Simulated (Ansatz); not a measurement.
`[SiH3]C#CS` + `C[O][Zn][OH]` → `C[O][Zn][O][SiH3]` + `C#CS`  (ligand exchange at the Si–C bond)

Computed with Ansatz on PBE0-D4/def2-TZVP structures; ΔE is electronic, products minus reactants. CCSD(T)/CBS is the MP2 limit (def2-TZVPP, def2-QZVPP) plus CCSD(T) − MP2 in def2-TZVPP, frozen cores. This one scheme is used for every species. Functionals use def2-TZVPP. For Zn outer-core shells are correlated without core-valence functions, which leaves a few kJ/mol of doubt a bond. Scalar relativity is left out up to krypton. One conformer a species, not always the lowest.

```json
{"level": "r2SCAN-D4", "ΔE (eV)": "-0.60"}
{"level": "HF/def2-QZVPP", "ΔE (eV)": "-0.93"}
```

Q: What does CCSD(T)/CBS give? (Best estimate.)

A: Ansatz gave: -0.69 eV. The listed levels differ from it by 0.09, -0.24 eV.

Largest T1 diagnostic among the species: 0.017.

Leaving LDA and LC-ωPBE aside and taking each functional with its dispersion term where it has one, the values, not all of them listed here, spread over 0.30 eV, from BHLYP-D4 to revPBE-D4. In def2-TZVPP, CCSD(T) changes the Hartree–Fock value by +0.22 eV (the triples alone add +0.04 eV) and MP2 by +0.25 eV. From BLYP to BHLYP (50 % exact exchange), in def2-TZVPP and without D4, ΔE moves by −0.20 eV.
